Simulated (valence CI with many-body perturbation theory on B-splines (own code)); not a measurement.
## Hyperfine factors and g values of Hg LXVI

Computed by configuration interaction combined with many-body perturbation theory (CI+MBPT): five valence electrons over a frozen Dirac-Fock core [Ne], radial functions for each j: 9 s, 9 p, 8 d, 6 f, 3 g, 1 h, with the one-electron correlation potential Σ1, the two-electron term Σ2, the three-electron term Σ3, Breit, model QED; selected CI, second order for the rest (own B-spline code, finite nucleus).

No measured spectrum was set against this ion. As an estimate, large intervals hold to a few tenths of a per cent, small ones and those within an open d or f shell to about a per cent. Among the levels kept, up to 630 cm⁻¹ of a level comes from second order outside the variational space, and about a tenth of that is noise between levels of different J, which matters for small intervals.

A/g_I is the dipole constant over the nuclear g factor μ/I (μ in nuclear magnetons, uniformly magnetised nucleus), B/Q the quadrupole constant per barn. Both hold the static response of the core; the bare values leave it out. Large factors of s and p1/2 electrons are usually good to 5 to 10 %; those of open d and f shells near neutrality can be off by tens of per cent, and small factors of p3/2, d and f electrons come from cancelling terms and can be off by a factor of two or in sign, in half-filled shells by more. B is blank for J = 1/2, where it vanishes, and for nearly pure S terms. Energies count from the lowest level.

Levels are named by their leading jj configuration (3d3/2^4 stands for four electrons in 3d with j = 3/2), which in mixed levels can hold well under half, so a name can repeat and another be missing. Letters in brackets count levels of one name in rising energy.

```csv
Level,E (eV),g,A/g_I (MHz),A/g_I bare,B/Q (MHz/b),B/Q bare
(3s^2 3p1/2^2 3p3/2) J=3/2,0.0,1.333,276000,275000,552000,545000
(3s^2 3p1/2^2 3d3/2) J=3/2,254.0,0.776,149000,153000,95300,98100
(3s^2 3p1/2^2 3d5/2) J=5/2,385.9,1.190,60700,64300,86500,89300
(3s^2 3p1/2 3p3/2^2) J=3/2,502.4,1.451,-220000,-212000,32300,31900
(3s^2 3p1/2 3p3/2^2) J=5/2,515.1,1.183,781000,771000,-1250,-1230
(3s^2 3p1/2 3p3/2^2) J=1/2,532.2,0.643,2780000,2740000,,
(3s 3p1/2^2 3p3/2^2) J=5/2,700.5,1.451,1770000,1740000,90900,89600
(3s 3p1/2^2 3p3/2^2) J=3/2,732.0,1.141,-953000,-928000,-44600,-43900
(3s 3p1/2^2 3p3/2^2) J=1/2,735.4,2.002,7230000,7100000,,
(3s^2 3p1/2 3p3/2 3d3/2) J=5/2 [a],753.1,0.955,583000,578000,-50500,-48100
(3s^2 3p1/2 3p3/2 3d3/2) J=1/2 [a],757.0,0.227,1020000,1010000,,
(3s^2 3p1/2 3p3/2 3d3/2) J=3/2 [a],757.7,0.901,588000,583000,-329000,-325000
(3s^2 3p1/2 3p3/2 3d3/2) J=7/2,766.6,1.012,579000,574000,623000,619000
(3s^2 3p1/2 3p3/2 3d3/2) J=5/2 [b],799.9,1.145,52800,57300,582000,576000
(3s^2 3p1/2 3p3/2 3d3/2) J=1/2 [b],812.2,1.657,2000000,1970000,,
(3s^2 3p1/2 3p3/2 3d3/2) J=3/2 [b],813.8,1.208,-184000,-175000,26300,24500
(3s^2 3p1/2 3p3/2 3d5/2) J=7/2 [a],870.2,1.299,-151000,-144000,610000,606000
(3s^2 3p1/2 3p3/2 3d5/2) J=9/2,884.3,1.176,434000,430000,627000,624000
(3s^2 3p1/2 3p3/2 3d5/2) J=3/2 [a],884.8,1.322,-455000,-442000,-210000,-206000
(3s^2 3p1/2 3p3/2 3d5/2) J=5/2 [a],888.5,1.109,561000,555000,-401000,-395000
(3s^2 3p1/2 3p3/2 3d5/2) J=5/2 [b],909.2,1.281,-143000,-136000,10600,12100
(3s^2 3p1/2 3p3/2 3d5/2) J=7/2 [b],911.6,1.125,502000,497000,-22100,-19400
(3s^2 3p1/2 3p3/2 3d5/2) J=3/2 [b],921.2,0.932,843000,832000,54500,54700
(3s^2 3p1/2 3p3/2 3d5/2) J=1/2,925.2,1.221,-871000,-850000,,
(3s 3p1/2^2 3p3/2 3d3/2) J=5/2 [a],950.2,1.246,1410000,1390000,172000,170000
(3s 3p1/2^2 3p3/2 3d3/2) J=3/2 [a],952.5,1.236,689000,682000,12700,10600
(3s 3p1/2^2 3p3/2 3d3/2) J=1/2 [a],955.2,2.324,4250000,4170000,,
(3s 3p1/2^2 3p3/2 3d3/2) J=7/2,962.4,1.227,1330000,1310000,607000,603000
(3s 3p1/2^2 3p3/2 3d3/2) J=3/2 [b],982.0,1.005,756000,747000,-282000,-278000
(3s 3p1/2^2 3p3/2 3d3/2) J=5/2 [b],992.7,0.862,-284000,-273000,299000,298000
(3s 3p1/2^2 3p3/2 3d3/2) J=1/2 [b],998.4,0.550,1430000,1410000,,
(3s^2 3p1/2 3d3/2^2) J=5/2,1024.1,0.798,398000,397000,138000,137000
(3s^2 3p3/2^3) J=3/2,1036.9,1.304,287000,286000,-582000,-575000
(3s 3p1/2^2 3p3/2 3d5/2) J=9/2,1067.3,1.336,1040000,1020000,623000,620000
(3s^2 3p1/2 3d3/2^2) J=1/2,1070.9,0.633,2760000,2710000,,
(3s^2 3p1/2 3d3/2^2) J=3/2,1074.7,0.802,-408000,-394000,-44400,-43600
(3s 3p1/2^2 3p3/2 3d5/2) J=5/2 [a],1086.3,1.365,1540000,1520000,-301000,-297000
(3s 3p1/2^2 3p3/2 3d5/2) J=7/2 [a],1094.1,1.264,695000,687000,287000,286000
(3s 3p1/2^2 3p3/2 3d5/2) J=3/2 [a],1098.4,1.109,-871000,-848000,-296000,-293000
(3s 3p1/2^2 3p3/2 3d5/2) J=7/2 [b],1112.4,1.175,-163000,-153000,303000,303000
```

Take the isotope of mass number 201, with I = 3/2, μ = -0.558 μN and Q = 0.387 b. What is the hyperfine structure of (3s 3p1/2^2 3p3/2^2) J=3/2?

From the table A = 354000 MHz, B = -17300 MHz. Shifts from the centre of gravity in MHz: F = 0: -1350000, F = 1: -978000, F = 2: -253000, F = 3: 792000.
